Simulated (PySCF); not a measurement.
Compound: C5H7BO2.
Cartesian coordinates in Å at the PBE0-D3(BJ)/def2-SVP level; atoms count from 1:
```xyz
15
C5H7BO2 angstrom
C      2.1254   -0.1614    0.7940
C      1.6172    0.4422   -0.2859
B      0.3987   -0.0693   -1.1686
O     -0.6938    1.0318   -1.1767
C     -1.5721    1.0661   -0.2644
C     -1.7885    0.0289    0.6413
C     -1.1307   -1.1692    0.3735
O     -0.2379   -1.3018   -0.5180
H      2.9829    0.2375    1.3471
H      1.7156   -1.1079    1.1664
H      2.0980    1.3757   -0.6138
H      0.6479   -0.3349   -2.3271
H     -2.2124    1.9616   -0.2567
H     -2.5650    0.0910    1.4009
H     -1.4115   -2.0939    0.9004
```

Level: B3LYP/def2-SVPD in PySCF, non-relativistic, on one gas-phase PBE0-D3(BJ)/def2-SVP geometry that isn't relaxed in the solvent. The solvent is an IEF-PCM continuum (van der Waals radii × 1.2), and excitations are vertical TDDFT with non-equilibrium linear response and a frozen core. The model holds no explicit solvent molecules, cavitation or dispersion.

Gas-phase singlets (H = HOMO, L = LUMO):

```tsv
state	E (eV)	λ (nm)	f	leading configuration
S1	3.262	380	0.012	H→L 98%
S2	3.705	335	0.018	H-1→L 95%
S3	4.763	260	0.001	H-3→L 94%
S4	5.429	228	0.083	H-2→L 84%
S5	5.667	219	0.026	H-4→L 88%
```

**Question.** What are the lowest 5 singlets in benzene (ε = 2.271)?

**Answer.** 
```csv
state,E (eV),λ (nm),f,leading configuration,change by rank (eV)
S1,3.485,356,0.021,H→L 96%,+0.223
S2,3.849,322,0.028,H-1→L 95%,+0.144
S3,4.802,258,0.002,H-3→L 94%,+0.039
S4,5.473,227,0.127,H-2→L 90%,+0.044
S5,5.880,211,0.014,H-4→L 97%,+0.213
```

**Question.** The ground-state energy changes by -0.125 eV from gas to benzene. By how much does the total energy of gas-phase S1 change?

**Answer.** E(S1) = E(S0) + excitation energy, so it changes by -0.125 + 0.223 = +0.098 eV: it isn't lowered at all, while the ground state is. This is the vertical state, with the slow part of the continuum still set for S0.

**Question.** How do the frontier levels move from gas to benzene?

**Answer.** 
```tsv
orbital	gas (eV)	solvent (eV)	change (eV)	Löwdin shares, gas	Löwdin shares, solvent
LUMO+2	0.24	0.36	+0.12	C1 23 %, C2 22 %, C6 8 %, H14 7 %	C6 15 %, B3 10 %, C7 10 %, C1 9 %
LUMO+1	0.05	0.04	-0.01	B3 12 %, C1 12 %, C6 12 %, C5 10 %	C1 28 %, C2 26 %, B3 12 %, O4 5 %
LUMO	-2.74	-2.59	+0.15	C7 26 %, C5 26 %, O4 16 %, O8 15 %	C7 26 %, C5 26 %, O4 15 %, O8 15 %
HOMO	-6.82	-6.88	-0.06	C2 28 %, C1 28 %, B3 10 %, H12 8 %	C2 22 %, C1 21 %, C6 11 %, B3 10 %
HOMO-1	-7.23	-7.23	0.00	C2 21 %, C1 16 %, C6 14 %, O4 13 %	C2 25 %, C1 22 %, O4 11 %, C6 11 %
HOMO-2	-8.65	-8.63	+0.02	C6 15 %, C2 15 %, B3 12 %, C1 12 %	C2 16 %, C6 14 %, B3 13 %, C1 12 %
HOMO-3	-8.98	-8.88	+0.10	O4 29 %, O8 27 %, C7 9 %, C6 8 %	O4 30 %, O8 26 %, C7 9 %, C6 9 %
```

The HOMO–LUMO gap goes from 4.08 to 4.29 eV. Rows go by rank; for LUMO+1 and LUMO+2 the atom shares or the degeneracy differ between the runs, so the row needn't follow one orbital.
